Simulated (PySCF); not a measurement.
Magnetisability: `CC(C)[Si](N)(O)O`, C3H11NO2Si

Molfile (atoms numbered from 1):
```
C3H11NO2Si
     RDKit          3D

 18 17  0  0  0  0  0  0  0  0999 V2000
   -0.5983    1.2261    1.2017 C   0  0  0  0  0  0  0  0  0  0  0  0
   -0.6407    0.5045   -0.1446 C   0  0  0  0  0  0  0  0  0  0  0  0
   -1.9076   -0.3461   -0.2345 C   0  0  0  0  0  0  0  0  0  0  0  0
    0.9283   -0.5432   -0.4393 Si  0  0  0  0  0  4  0  0  0  0  0  0
    2.2629    0.5522   -0.4761 N   0  0  0  0  0  0  0  0  0  0  0  0
    0.8177   -1.4292   -1.8053 O   0  0  0  0  0  0  0  0  0  0  0  0
    1.1698   -1.6413    0.7494 O   0  0  0  0  0  0  0  0  0  0  0  0
   -0.5936    0.5064    2.0183 H   0  0  0  0  0  0  0  0  0  0  0  0
    0.2945    1.8411    1.2802 H   0  0  0  0  0  0  0  0  0  0  0  0
   -1.4712    1.8666    1.3231 H   0  0  0  0  0  0  0  0  0  0  0  0
   -0.7060    1.2701   -0.9235 H   0  0  0  0  0  0  0  0  0  0  0  0
   -2.7944    0.2636   -0.0632 H   0  0  0  0  0  0  0  0  0  0  0  0
   -1.9938   -0.8046   -1.2170 H   0  0  0  0  0  0  0  0  0  0  0  0
   -1.8896   -1.1370    0.5133 H   0  0  0  0  0  0  0  0  0  0  0  0
    3.1812    0.1443   -0.5582 H   0  0  0  0  0  0  0  0  0  0  0  0
    2.1979    1.3392   -1.0998 H   0  0  0  0  0  0  0  0  0  0  0  0
    0.3942   -2.2827   -1.7671 H   0  0  0  0  0  0  0  0  0  0  0  0
    1.3399   -1.3238    1.6309 H   0  0  0  0  0  0  0  0  0  0  0  0
  1  2  1  0
  2  3  1  0
  2  4  1  0
  4  5  1  0
  4  6  1  0
  4  7  1  0
  1  8  1  0
  1  9  1  0
  1 10  1  0
  2 11  1  0
  3 12  1  0
  3 13  1  0
  3 14  1  0
  5 15  1  0
  5 16  1  0
  6 17  1  0
  7 18  1  0
M  END
```

Level of theory: GIAO B3LYP/pcSseg-1 magnetisability, rotational g tensor and spin-rotation constants, non-relativistic, gas phase in PySCF 2.14.0. Geometry: GFN2-xTB.

**Question.** What are the magnetisability and the molar susceptibility?

**Answer.** Isotropic -1407 × 10⁻³⁰ J/T², or -84.7 × 10⁻⁶ cm³/mol; principal values -1431, -1411, -1378 × 10⁻³⁰ J/T², anisotropy 47 × 10⁻³⁰ J/T² (root of half the summed squared differences of the principal values). The susceptibility is in cgs units.

**Question.** Split it along the inertial axes a, b, c into diamagnetic and paramagnetic parts about the centre of mass, with the quadrupole moment.

**Answer.** 
| axis | χ (10⁻⁶ cm³/mol) | diamagnetic (10⁻⁶ cm³/mol) | paramagnetic (10⁻⁶ cm³/mol) | summed x² of all electrons (Å²) | quadrupole Θ (D Å) |
| --- | --- | --- | --- | --- | --- |
| a | -83.8 | -571.5 | 487.7 | 143.4 | -2.20 |
| b | -86.0 | -824.5 | 738.4 | 83.8 | +1.24 |
| c | -84.3 | -964.2 | 879.9 | 50.9 | +0.96 |

Anisotropies 2χaa − χbb − χcc = +2.6 and 2χbb − χaa − χcc = -3.9 × 10⁻⁶ cm³/mol. Θ is traceless in Buckingham's convention.

**Question.** And the rotational g tensor?

**Answer.** 
| axis | rotational constant (GHz) | g | nuclear part | electronic part |
| --- | --- | --- | --- | --- |
| a | 2.6633 | -0.0044 | 0.6057 | -0.6102 |
| b | 1.7196 | -0.0027 | 0.5938 | -0.5965 |
| c | 1.4566 | -0.0034 | 0.5987 | -0.6021 |

Asymmetric top; isotopes 12C, 1H, 14N, 16O, 28Si; no vibrational averaging.
